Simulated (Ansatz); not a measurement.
TiCl2O2H2⁺, that is Ti(OH)2Cl2 with one electron fewer, relaxed as a doublet with UKS r2SCAN-D4/def2-SVP in Ansatz, starting from the r2SCAN-D4/def2-SVP geometry of the neutral singlet. Force threshold 0.02 eV/Å.

Start:

```csv
atom,x (Å),y (Å),z (Å)
Ti1,-0.2384,-0.0780,-0.2844
O2,0.6420,-0.7223,1.0906
H3,0.8019,-1.5478,1.5649
O4,0.1076,1.6481,-0.4127
H5,0.6648,2.2302,0.1214
Cl6,-2.3968,-0.4032,0.0295
Cl7,0.4189,-1.1269,-2.1093
```

```tsv
step	energy (eV)	largest force component (eV/Å)	SCF passes
1	-52265.6432	1.318	100
2	-52265.7392	1.026	74
3	-52265.8759	0.536	61
4	-52265.9946	0.374	46
5 (rejected)	-52265.9666	0.643	44
6	-52266.0393	0.160	40
7	-52266.0618	0.307	38
8	-52266.0821	0.417	40
9	-52266.0922	0.105	45
10	-52266.0933	0.024	39
11	-52266.0934	0.003	35
```

Force components are those of the run's own axes.

End:

```csv
atom,x (Å),y (Å),z (Å)
Ti1,-0.132,-0.086,-0.144
O2,0.586,-1.006,1.109
H3,1.110,-1.276,1.885
O4,0.277,1.576,-0.166
H5,0.667,2.442,0.053
Cl6,-2.346,-0.545,-0.537
Cl7,-0.162,-1.105,-2.200
```

By distances, no bond broke or formed. The bond that changes most is Ti1–Cl7, from 2.21 to 2.29 Å (atoms count from 1).

No frequencies were taken in this run, so the end may be a saddle point.

Run time 77 s (4 threads of Arm Neoverse V2 on a shared host).
